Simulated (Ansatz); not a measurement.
Z-matrix (Å, degrees):
```
Si
F 1 1.606
Si 1 2.337 2 108.0
N 1 1.696 2 114.5 3 121.9
S 1 2.133 2 102.0 3 -120.9
H 3 1.490 1 110.8 2 77.5
H 3 1.485 1 110.3 2 -43.3
H 3 1.487 1 109.0 2 -163.2
H 4 1.007 1 121.7 2 -82.3
H 4 1.008 1 121.5 2 72.5
H 5 1.344 1 92.9 2 -174.7
```

The species carries charge 0 and has multiplicity 1.

Task: List the r2SCAN/def2-TZVPP orbital energies in eV (the Gaussian-basis code of Ansatz). (Best estimate.)

Result: The calculation gave: Occupied: -2409.12, -1792.45, -1790.89, -665.96, -385.30, -213.57, -157.65, -157.56, -157.45, -142.69, -141.41, -97.59, -97.56, -97.52, -96.26, -96.26, -96.25, -31.07, -22.73, -19.06, -14.47, -13.37, -13.00, -11.93, -11.27, -10.80, -10.09, -9.18, -8.94, -8.78, -7.60, -7.15, -6.56. Lowest empty: -0.73, -0.33, 0.07, 0.53, 0.74, 1.46, 1.62, 1.69.
